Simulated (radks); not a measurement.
Values are calculated unless marked as measured or tabulated.
Task: The mean radii <r> (bohr) of the occupied orbitals of an atom or ion are listed with their occupations. Level of theory: Dirac Kohn-Sham, BP86, spin-unpolarised, spherical densities, point nucleus (a radial shooting solver on a logarithmic mesh with Libxc functionals).

| orbital | occ. | <r> |
|---|---|---|
| 1s1/2 | 2 | 0.03111 |
| 2s1/2 | 2 | 0.1345 |
| 2p1/2 | 2 | 0.1141 |
| 2p3/2 | 4 | 0.1192 |
| 3s1/2 | 2 | 0.3682 |
| 3p1/2 | 2 | 0.3599 |
| 3p3/2 | 4 | 0.3708 |
| 3d3/2 | 4 | 0.3436 |
| 3d5/2 | 6 | 0.3471 |
| 4s1/2 | 2 | 0.9013 |
| 4p1/2 | 2 | 0.9599 |
| 4p3/2 | 4 | 0.9883 |
| 4d3/2 | 4 | 1.217 |
| 4d5/2 | 3 | 1.230 |
| 5p1/2 | 2 | 2.733 |

Name the element and its charge. Open shells, if any, fill j = l - 1/2 first.

Result: Z = 47, silver, charge +2: Ag2+ in [Kr] 4d7 5p2. The 1s radius gives Z: for a bare nucleus <r> = (2 gamma + 1)/(2Z) with gamma = sqrt(1 - (Z/c)^2), 0.03062 bohr for Z = 47, and screening makes it slightly larger (0.03111 here). The occupations add up to 45, and the charge is Z minus that.
